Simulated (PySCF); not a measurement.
The multiplicity is imposed and other spin states were not computed.

Cartesian coordinates (Å):
```xyz
13

Cd    -0.0815     0.2132    -0.1019
N      1.5643     0.7188     0.9517
H      1.5456     1.7100     1.2294
H      2.4244     0.6035     0.3969
N     -1.6677    -0.5588    -1.0761
C     -2.2293     0.0954    -2.2352
C     -2.6182    -1.4118    -0.3991
H     -2.5957    -0.6559    -2.9806
H     -3.1073     0.7571    -2.0061
H     -1.4730     0.7208    -2.7538
H     -3.5286    -0.8727    -0.0226
H     -2.9957    -2.2128    -1.0849
H     -2.1568    -1.9246     0.4703
```
Charge 0, multiplicity 1.

Q: Give the HOMO–LUMO gap, HOMO and LUMO at the level TPSSh-D3(BJ)/def2-TZVP // PBE-D3(BJ)/def2-SVP (PySCF).

A: 
```
Property          Value
-------------  --------
HOMO–LUMO gap   3.84 eV
HOMO           -4.87 eV
LUMO           -1.03 eV
```
